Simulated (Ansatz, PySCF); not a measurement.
B(Cl)(vinyl)(OH) (C2H4BClO), SMILES ClB(C=C)O. Atoms are numbered in the order given.

```xyz
9

B      0.1077     0.1580     0.1355
Cl    -1.5254     0.1947     0.8552
C      0.4058    -0.7624    -1.0855
C      1.6241    -0.8059    -1.6425
H     -0.3934    -1.3878    -1.4999
H      1.8530    -1.4469    -2.5018
H      2.4446    -0.1930    -1.2518
O      1.0749     0.9392     0.6668
H      0.7712     1.4632     1.4173
```
Charge 0, spin multiplicity 1.

Coordinates come from a ωB97X-D3(BJ)/def2-SVP optimisation. The values are those of a single conformer.

Two levels are set side by side: PBE-D3(BJ)/def2-SVP (Ansatz, a quantum-chemistry and plane-wave program) and ωB97X-D3(BJ)/def2-SVP (PySCF). Each level has its own optimised geometry; the coordinates shown are those of the second. Frequencies come from the Hessian of PySCF at each geometry. Differences are taken from unrounded values.

| quantity | ωB97X-D3(BJ) |
|---|---|
| mean bond length (Å) | 1.286 |
| bond B1–Cl2 (Å) | 1.785 |
| bond B1–C3 (Å) | 1.558 |
| bond B1–O8 (Å) | 1.352 |
| bond C3–C4 (Å) | 1.340 |
| bond C3–H5 (Å) | 1.096 |
| bond C4–H6 (Å) | 1.096 |
| bond C4–H7 (Å) | 1.096 |
| bond O8–H9 (Å) | 0.964 |
| highest harmonic wavenumber (cm⁻¹) | 3906 |
| mean harmonic wavenumber (cm⁻¹) | 1335 |
| zero-point energy (kcal/mol) | 40.07 |

Problem. What does PBE-D3(BJ) give, and how far is it from ωB97X-D3(BJ)? (The exact figures need the calculation; the answer reports its results.)

Solution. 
```
quantity                            PBE-D3(BJ)  PBE-D3(BJ) minus ωB97X-D3(BJ)
----------------------------------  ----------  -----------------------------
mean bond length (Å)                     1.293                          0.007
bond B1–Cl2 (Å)                          1.794                          0.009
bond B1–C3 (Å)                           1.556                         -0.002
bond B1–O8 (Å)                           1.360                          0.008
bond C3–C4 (Å)                           1.351                          0.011
bond C3–H5 (Å)                           1.104                          0.008
bond C4–H6 (Å)                           1.103                          0.007
bond C4–H7 (Å)                           1.103                          0.007
bond O8–H9 (Å)                           0.975                          0.010
highest harmonic wavenumber (cm⁻¹)        3732                           -173
mean harmonic wavenumber (cm⁻¹)           1283                            -52
zero-point energy (kcal/mol)             38.51                          -1.56
```

GGA bonds tend to be longer and softer than those of functionals with exact exchange. Differences between two approximate levels are no errors against the true value.
